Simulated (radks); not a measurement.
Values are calculated unless marked as measured or tabulated.
Spherical quantum dot in the effective-mass picture: electrons in a hard-walled sphere of radius 2.34, all in effective atomic units (hartree* = m*/eps^2 hartree, bohr* = eps/m* bohr), one dielectric constant everywhere. Level of theory: non-relativistic Kohn-Sham, exchange-only LDA, spin-polarised, spherical densities (a radial shooting solver with Libxc functionals). Levels are named by radial order and angular momentum (1s, 1p, 1d, 2s, ...), and open shells are averaged over m. Each electron was tried in the lowest free levels, single moves between levels near the top were tried too, and the lowest total energy was kept; such a search can miss a lower state. At N = 1 the Hartree and exchange-correlation terms need not cancel, so that row can carry a self-interaction error.

N,open shells,2S,E (hartree*),mu = E(N) - E(N-1) (hartree*),addition energy mu(N+1) - mu(N) (hartree*),e(HOMO) (hartree*),rms radius (bohr*)
1,"1s(up 1, down 0)",1,0.952450,0.95245,0.7438,1.2216,1.253
2,none,0,2.64874,1.6963,1.375,1.9503,1.290
3,"1p(up 1, down 0)",1,5.72034,3.0716,0.5375,3.3360,1.367
4,"1p(up 2, down 0)",2,9.32947,3.6091,0.5542,3.8847,1.409
5,"1p(up 3, down 0)",3,13.4928,4.1633,0.7584,4.4428,1.437
6,"1p(up 3, down 1)",2,18.4145,4.9217,0.5201,5.1772,1.460
7,"1p(up 3, down 2)",1,23.8562,5.4418,0.5377,5.7089,1.478
8,none,0,29.8357,5.9795,1.561,6.2512,1.494
9,"1d(up 1, down 0)",1,37.3760,7.5403,0.5227,7.8008,1.515
10,"1d(up 2, down 0)",2,45.4390,8.0630,0.5265,8.3257,1.533
11,"1d(up 3, down 0)",3,54.0284,8.5894,0.5287,8.8535,1.548
12,"1d(up 4, down 0)",4,63.1466,9.1182,0.5301,9.3830,1.561
13,"1d(up 5, down 0)",5,72.7948,9.6482,0.7103,9.9135,1.573
14,"1d(up 5, down 1)",4,83.1533,10.359,0.5132,10.614,1.584
15,"1d(up 5, down 2)",3,94.0251,10.872,0.5173,11.130,1.593
16,"1d(up 5, down 3)",2,105.414,11.389,0.5199,11.649,1.602
17,"1d(up 5, down 4)",1,117.323,11.909,0.5216,12.170,1.610
18,none,0,129.754,12.431,1.739,12.692,1.617
19,"1f(up 1, down 0)",1,143.923,14.169,0.5102,14.424,1.626
20,"1f(up 2, down 0)",2,158.602,14.680,0.5113,14.935,1.635
21,"1f(up 3, down 0)",3,173.793,15.191,0.5121,15.447,1.643
22,"1f(up 4, down 0)",4,189.496,15.703,0.5127,15.959,1.650
23,"1f(up 5, down 0)",5,205.712,16.216,0.5131,16.472,1.656
24,"1f(up 6, down 0)",6,222.441,16.729,0.5133,16.985,1.663
25,"1f(up 7, down 0)",7,239.683,17.242,0.6786,17.499,1.669
26,"1f(up 7, down 1)",6,257.603,17.921,0.5044,18.173,1.674
27,"1f(up 7, down 2)",5,276.028,18.425,0.5056,18.678,1.680
28,"1f(up 7, down 3)",4,294.959,18.931,0.5065,19.184,1.685
29,"1f(up 7, down 4)",3,314.396,19.437,0.5072,19.691,1.689
30,"1f(up 7, down 5)",2,334.340,19.944,0.5077,20.198,1.694
31,"1f(up 7, down 6)",1,354.792,20.452,0.5081,20.706,1.698
32,none,0,375.752,20.960,1.012,21.214,1.702
33,"2s(up 1, down 0)",1,397.724,21.972,0.8134,22.304,1.696
34,none,0,420.510,22.785,1.168,23.111,1.690
35,"1g(up 1, down 0)",1,444.463,23.954,0.5000,24.203,1.695
36,"1g(up 2, down 0)",2,468.917,24.454,0.5004,24.704,1.700
37,"1g(up 3, down 0)",3,493.871,24.954,0.5007,25.204,1.704
38,"1g(up 4, down 0)",4,519.325,25.455,0.5009,25.705,1.709
39,"1g(up 5, down 0)",5,545.281,25.955,0.5010,26.206,1.713
40,"1g(up 6, down 0)",6,571.737,26.456,0.5011,26.707,1.717
41,"1g(up 7, down 0)",7,598.695,26.958,0.5012,27.208,1.721
42,"1g(up 8, down 0)",8,626.154,27.459,0.5013,27.709,1.724
43,"1g(up 9, down 0)",9,654.114,27.960,-,28.211,1.728

All shells are closed at N = 2, 8, 18, 32, 34 (there: 1s2 1p6 1d10 2s2 1f14); the second difference of the energy has clear peaks (12 % above both neighbours; the first and last values, which can be the largest, are not judged, and half-filled shells can peak too) at N = 2, 5, 8, 13, 18, 25, 32, 34.
